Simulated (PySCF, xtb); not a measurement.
GeHCl₃, SMILES [Cl][GeH]([Cl])[Cl].

GFN2-xTB run with xtb 6.7.1 at its own geometry gives an orbital gap of 6.37 eV and a dipole moment of 1.33 D.

Geometry: r2SCAN-D4/def2-SVP. The isomer is the one that the SMILES or the coordinates give; other isomers of the formula were not compared.

Problem. What does PBE/def2-TZVP run with PySCF give? (An estimate is asked for; the answer gives what the named calculation found.)

Solution. gap 5.39 eV (levels -7.94 and -2.55 eV), dipole 1.40 D.
